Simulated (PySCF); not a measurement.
H2AlCl2N, SMILES `[NH2][Al]([Cl])[Cl]` (H–N–Al–Cl torsion 180°), neutral singlet in the gas phase. 

Cartesian coordinates (Å):
```xyz
6

N     -1.0237    -0.1136     0.0105
Al     0.7141     0.0794    -0.0073
Cl     1.5472     1.9876    -0.0899
Cl     1.9465    -1.5998     0.0541
H     -1.5001    -1.0008     0.0494
H     -1.6841     0.6471    -0.0167
```
Charge 0, multiplicity 1.

All levels are single points at this geometry (r2SCAN-D4/def2-TZVP); Pople sets use spherical d functions. Orbital energies aren't observables, and empty levels follow the basis.

HF/STO-3G in PySCF gives gap (eV) = 16.91.

Estimate the gap (eV) from each of these levels: PBE-D3(BJ)/def2-TZVP in PySCF; r2SCAN-D4/def2-TZVP in PySCF; B3LYP/6-31G* in PySCF; BP86/6-31G* in PySCF; HF/6-31G* in PySCF.


| level | gap (eV) |
|---|---|
| PBE-D3(BJ)/def2-TZVP in PySCF | 5.13 |
| r2SCAN-D4/def2-TZVP in PySCF | 5.92 |
| B3LYP/6-31G* in PySCF | 6.74 |
| BP86/6-31G* in PySCF | 5.05 |
| HF/6-31G* in PySCF | 13.84 |
